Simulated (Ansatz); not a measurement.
A run for Ansatz (a quantum-chemistry and plane-wave program): R-PBE/def2-TZVPP on CdI2 (SMILES [I][Cd][I]), atoms moved off the minimum. Elements past Kr take the def2 small-core potentials; no spin–orbit coupling.

Ansatz 0.2 input:
```yaml
crystal:
  periodic: [false, false, false]
  atoms:
    - {symbol: Cd, position_ang: [-0.03098163, 0.00652365, 0.01812165]}
    - {symbol: I, position_ang: [0.03067945, -0.03846688, 2.60761630]}
    - {symbol: I, position_ang: [0.00051704, -0.00877010, -2.61613348]}
basis:
  gaussian:
    orbitals: def2-TZVPP
hamiltonian:
  xc: {name: PBE}
scf: {lower_state_search: off}
output: {forces: true}
```

Output:

```
WARN ansatz: RAYON_NUM_THREADS=6 ignored (pool sized by the plan → 6); use --threads N
Functional definition: PBE
these checks for a lower state are left out or cut short: stability, starts, cluster_reference, orbital_swaps, neighbouring_geometries, increment
integrals: 0.08 GiB planned
1116 factors; their error is unknown
mean field: 0.54 GiB planned
mean field evaluation 1: about -20767.9000 eV, gradient 2.8e1 eV
mean field evaluation 2: about -20760.7047 eV, gradient 6.2e1 eV
mean field evaluation 4: about -20769.8131 eV, gradient 2.3e0 eV
mean field evaluation 8: about -20769.8245 eV, gradient 1.4e-2 eV
mean field evaluation 16: about -20769.8127 eV, gradient 8.5e-5 eV
mean field -20769.81274307 eV, -763.2765400230 hartree, gradient 2.9e-6 eV, S^2 0.000000; 0 other end points of the search recorded, 0 dependent functions left out
the calculation of the forces begins
reference -20769.81277541 eV, -763.2765412114 hartree; 35, 35 occupied and 121, 121 virtual orbitals, 1116 factors
Total energy: -20769.81277541 eV, -763.2765412114 hartree
Atom 0 at    -0.030982     0.006524     0.018122 Å, force     0.033950    -0.021241    -0.390818 eV/Å
Atom 1 at     0.030679    -0.038467     2.607616 Å, force    -0.014127     0.008940     0.110324 eV/Å
Atom 2 at     0.000517    -0.008770    -2.616133 Å, force    -0.019823     0.012301     0.280494 eV/Å
Dipole moment:    -0.018163     0.011702     0.035093 e Å
Checks for a lower state left out: stability, starts, cluster_reference, orbital_swaps, neighbouring_geometries, increment
```

The calculation finished and met its thresholds.

Cost: roughly 4 core-seconds.
